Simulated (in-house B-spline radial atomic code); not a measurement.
Orbital energies and mean radii along the 22-electron series, configuration [Ar] 3d4. The effective charge is n√(-2ε), a non-relativistic measure. Computed with a radial B-spline atomic code at the basis-set limit: non-relativistic Hartree-Fock, average of the configuration, point nuclei.

This level leaves out relativity, spin-orbit splitting included, which matters for heavy ions.

| ion | Z | energy of 2s (Eh) | mean radius of 2s (bohr) | energy of 3d (Eh) | mean radius of 3d (bohr) | energy of 3s (Eh) | mean radius of 3s (bohr) | energy of 3p (Eh) | mean radius of 3p (bohr) | effective charge of 2s |
| --- | --- | --- | --- | --- | --- | --- | --- | --- | --- | --- |
| Ge10+ | 32 | -62.153 | 0.21254 | -10.561 | 0.56891 | -15.907 | 0.59111 | -13.767 | 0.5923 | 22.299 |
| As11+ | 33 | -67.704 | 0.20538 | -12.267 | 0.53726 | -17.908 | 0.56614 | -15.652 | 0.56505 | 23.273 |
| Se12+ | 34 | -73.509 | 0.19869 | -14.087 | 0.50918 | -20.023 | 0.54319 | -17.651 | 0.54022 | 24.25 |
| Br13+ | 35 | -79.567 | 0.1924 | -16.021 | 0.48407 | -22.251 | 0.52202 | -19.763 | 0.5175 | 25.23 |
| Kr14+ | 36 | -85.88 | 0.1865 | -18.068 | 0.46146 | -24.592 | 0.50244 | -21.988 | 0.49664 | 26.211 |
| Rb15+ | 37 | -92.445 | 0.18095 | -20.228 | 0.44097 | -27.046 | 0.48428 | -24.325 | 0.47741 | 27.195 |
| Sr16+ | 38 | -99.263 | 0.17571 | -22.501 | 0.42232 | -29.612 | 0.46739 | -26.775 | 0.45963 | 28.18 |
| Zr18+ | 40 | -113.65 | 0.16609 | -27.384 | 0.38955 | -35.081 | 0.43692 | -32.011 | 0.42779 | 30.154 |
| Nb19+ | 41 | -121.23 | 0.16166 | -29.995 | 0.37507 | -37.984 | 0.42314 | -34.797 | 0.41349 | 31.142 |
| Mo20+ | 42 | -129.05 | 0.15745 | -32.717 | 0.36166 | -40.998 | 0.4102 | -37.695 | 0.40012 | 32.132 |
| Tc21+ | 43 | -137.13 | 0.15346 | -35.552 | 0.34922 | -44.125 | 0.39803 | -40.705 | 0.38759 | 33.122 |
| Ru22+ | 44 | -145.46 | 0.14967 | -38.498 | 0.33762 | -47.363 | 0.38656 | -43.826 | 0.37583 | 34.113 |
| Rh23+ | 45 | -154.04 | 0.14605 | -41.556 | 0.32679 | -50.713 | 0.37574 | -47.06 | 0.36477 | 35.104 |
| Pd24+ | 46 | -162.87 | 0.14261 | -44.727 | 0.31666 | -54.175 | 0.36551 | -50.404 | 0.35434 | 36.097 |
| Ag25+ | 47 | -171.95 | 0.13932 | -48.009 | 0.30715 | -57.748 | 0.35583 | -53.861 | 0.3445 | 37.089 |
| Cd26+ | 48 | -181.29 | 0.13618 | -51.402 | 0.29821 | -61.433 | 0.34664 | -57.429 | 0.33519 | 38.083 |
| In27+ | 49 | -190.87 | 0.13318 | -54.908 | 0.28978 | -65.23 | 0.33792 | -61.108 | 0.32638 | 39.076 |
| Sn28+ | 50 | -200.71 | 0.1303 | -58.525 | 0.28183 | -69.137 | 0.32963 | -64.899 | 0.31802 | 40.07 |

(1) How does the screening of 2s change?

Results:

(1) Z less the effective charge goes from 9.70 at Z = 32 to 9.93 at Z = 50.
